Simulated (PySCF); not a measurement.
GeTe, SMILES [Ge]=[Te] (connectivity only; charge and spin as stated), charge +1, multiplicity 2.

The structure is a stationary point at r2SCAN-D4/def2-TZVP. The multiplicity is an assumed one; other spin states were not compared. The def2 effective core potentials stand for the cores of Te; spin–orbit coupling is left out.

Calculation: B3LYP/def2-TZVPD (PySCF).

Isolated molecule, no solvent.

Computed frontier levels, dipole moment:
```yaml
"α spin, highest occupied and lowest empty level": -12.80 and -9.14 eV
"β spin, highest occupied and lowest empty level": -12.55 and -11.06 eV
dipole_moment_about_the_centre_of_nuclear_charge: 2.39 D
"⟨S²⟩": 0.755 (pure state 0.75)
```
